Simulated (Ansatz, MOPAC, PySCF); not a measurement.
Protons, H atoms and electrons added to or taken from O[GeH3]. Isolated molecules, 0 K electronic values unless said otherwise. One relaxed conformer stands for each flexible species; it need not be the lowest. Strings in code marks are SMILES.

Quantity: electronic energy of isomers of H3GeO, doublet states, relative to `[OH][GeH2]` (H–O–Ge–H torsion 45°), in kcal/mol. HF references are unrestricted for open shells and restricted for singlets. Semi-empirical values (MOPAC) are differences of heats of formation.

Level 1: frozen-core CCSD(T)/cc-pVTZ // r2SCAN-D4/def2-TZVP (Ansatz, a quantum-chemistry and plane-wave program)
Level 2: PBE-D3(BJ)/def2-TZVP // r2SCAN-D4/def2-TZVP (PySCF)
Level 3: HF/3-21G // r2SCAN-D4/def2-TZVP (PySCF)
Level 4: PM3 // r2SCAN-D4/def2-TZVP (MOPAC)

```csv
species,level 2,level 3,level 4
`[O][GeH3]`,34.8,6.44,45.5
```

Question: What does level 1 give for each?

Answer: 
- `[O][GeH3]`: 31.4
